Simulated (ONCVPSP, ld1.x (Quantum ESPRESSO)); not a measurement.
# Potentials for Si (Z = 14) compared

Generated with ld1.x 7.5 (TM, RRKJ, ultrasoft, PAW), atompaw 4.2 or ONCVPSP 4.0.1. The cutoff is in Ry: for ld1.x and atompaw files where the sum of valence levels is converged to 10 mRy in a Bessel basis, for ONCV files where the hardest occupied wave has 1 mHa per electron of residual kinetic energy. The error is the largest all-electron minus pseudo excitation energy over each file’s own four to seven test configurations (ionisations up to +4, promotions, holes and added fractions of an electron), all of which were solved. The labels leave out finer settings (local radius, basis sizes, second energies), which also bear on the numbers. Spin-polarised tests are not counted. The rows are a selection from randomly drawn settings: files with unsolved tests, undetermined cutoffs or missed reference levels are left out.

```tsv
potential	cutoff (Ry)	largest error (meV)	bound ghosts
ultrasoft, PBE, non-relativistic, rc 1.85/1.95/1.80 (spd), local smoothed, core correction yes, reference 3s1.5 3p2.5	8	-12	none
TM, PBE, scalar-relativistic, rc 1.85/1.40/1.90 (spd), local s, core correction yes, reference 3s2 3p1.5	45	+28	none
ONCV, LDA (Perdew-Wang 92), scalar-relativistic, rc 1.70/2.10/2.05 (spd), local smoothed, core correction no, reference 3s2 3p1.75, qcut 3.2/3.9/4.4, projectors 2/2/2	38	+204	none
ONCV, PBEsol, scalar-relativistic, rc 0.80/0.95/0.80 (spd), local smoothed, core correction yes, reference 2s2 2p6 3s1.5 3p2.5, qcut 19.7/14.6/12.8, projectors 2/2/1	206	+3.2	none
ONCV, PBE, scalar-relativistic, rc 0.95/0.80/0.80 (spd), local smoothed, core correction yes, reference 2s2 2p6 3s2 3p0.5, qcut 16.4/14.7/10.3, projectors 2/3/1	199	-327	none
ONCV, PBE, scalar-relativistic, rc 0.90/0.85/0.85 (spd), local d, core correction yes, reference 2s2 2p6 3s2 3p1.5, qcut 17.6/14/10.2, projectors 2/2/0	173	-5.6	none
ultrasoft, LDA (PZ), scalar-relativistic, rc 1.50/2.30 (sp), local smoothed, core correction yes, reference 3s2 3p1.75	15	+22	none
```

**Question.** Fill in the row for Si: ONCV, revPBE, scalar-relativistic, rc 1.60/1.75 (sp), local smoothed, core correction no, reference 3s2 3p0.5, qcut 3.6/5.5, projectors 2/1.

**Answer.** cutoff 21 Ry, largest error -4.2 meV, bound ghosts: none.
